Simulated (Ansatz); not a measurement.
One change: `CCC(C)OC(C)(C)C` becomes `CC(C)(C)O[Si]Cl`.

Ansatz, PBE0-D4/def2-TZVP geometries, multiplicity 1. Each molecule was computed in one conformer, which needn't be the lowest.

| property | `CCC(C)OC(C)(C)C` |
| --- | --- |
| LUMO energy (PBE/def2-TZVPP) / eV | 0.28 |
| LUMO energy (ωB97M-V/def2-TZVPP) / eV | 2.49 |
| HOMO energy (ωB97M-V/def2-TZVPP) / eV | -9.52 |
| LUMO energy (B3LYP/def2-TZVPP) / eV | 0.76 |
| HOMO energy (PBE/def2-TZVPP) / eV | -5.57 |
| size of the dipole moment (PBE/def2-TZVPP) / D | 1.04 |

Problem. What does the change do to each property? (An estimate is asked.)

Solution. Computed: 
| property | `CC(C)(C)O[Si]Cl` | shift |
| --- | --- | --- |
| LUMO energy (PBE/def2-TZVPP) / eV | -2.52 | -2.80 |
| LUMO energy (ωB97M-V/def2-TZVPP) / eV | 0.26 | -2.23 |
| HOMO energy (ωB97M-V/def2-TZVPP) / eV | -9.29 | 0.23 |
| LUMO energy (B3LYP/def2-TZVPP) / eV | -1.90 | -2.66 |
| HOMO energy (PBE/def2-TZVPP) / eV | -6.10 | -0.53 |
| size of the dipole moment (PBE/def2-TZVPP) / D | 2.40 | 1.36 |

With PBE0 the HOMO falls by 0.09 eV and the LUMO falls by 2.81 eV, so the gap narrows by about 2.72 eV. PBE moves the HOMO by -0.53 eV and ωB97M-V by 0.23 eV. Dipoles are sizes alone; their direction can turn.

B3LYP here is the variant with VWN-RPA as its local correlation; programs differ in this.
